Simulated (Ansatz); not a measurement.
Wavefunction ladder for FH3O4W, SMILES `[O]=[W]([OH])([OH])([OH])[F]`

```
atom   x (Å)   y (Å)   z (Å)
  O1   0.687   0.993  -1.450
  W2   0.071   0.101  -0.159
  O3   1.385  -1.142   0.397
  O4   0.425   1.178   1.323
  O5  -1.781   0.456  -0.009
  F6  -0.595  -1.451  -1.077
  H7   1.365  -2.038   0.051
  H8   0.855   2.035   1.358
  H9  -2.412  -0.132  -0.433
```

The species carries charge 0 and has multiplicity 1. Correlated methods include outer-core shells of W, which these sets cover unevenly. W takes the def2 core potential. The structure was optimised at the PBE0-D4/def2-TZVP level. It is one conformer, not always the lowest. Frozen core, restricted reference, the Gaussian-basis code of Ansatz.

```
     basis     HF (Eh)  MP2 corr.
  def2-SVP  -466.85269   -1.33027
def2-TZVPP  -467.40680   -1.72819
def2-QZVPP  -467.42643   -1.88987
```

(1) Estimate the CCSD correlation energy and the (T) correction in each basis where they were run (hartree).

Answers

(1) 
```json
{"basis": "def2-SVP", "CCSD corr.": "-1.28863", "(T)": "-0.04940"}
{"basis": "def2-TZVPP", "CCSD corr.": "-1.67304", "(T)": "-0.08095"}
```
